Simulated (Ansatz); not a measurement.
C₂H₆BiF, SMILES `[CH3][Bi]([CH3])[F]`. The species carries charge 0 and has multiplicity 1. Correlated methods include outer-core shells of Bi, which these sets cover unevenly. Bi: def2 effective core potential.

Cartesian coordinates in Å:
```
C -0.872 -1.377 0.162
Bi -0.392 0.235 -1.315
C 1.270 1.033 -0.046
F -1.751 1.513 -0.508
H -1.751 -1.933 -0.160
H -0.021 -2.054 0.255
H -1.066 -0.891 1.118
H 1.691 1.931 -0.497
H 0.845 1.270 0.930
H 2.047 0.274 0.061
```

Give the diagnostics of a CCSD(T)/def2-TZVPP run (frozen core, Ansatz). (Estimate.)

Ansatz gave: T1 = 0.0136, largest single amplitude 0.024, largest double 0.029, (T) share of the correlation energy 3.1 %, 12 CCSD cycles. The RHF solution is stable towards an unrestricted one. T1 lies under the customary mark of 0.02 for closed shells.
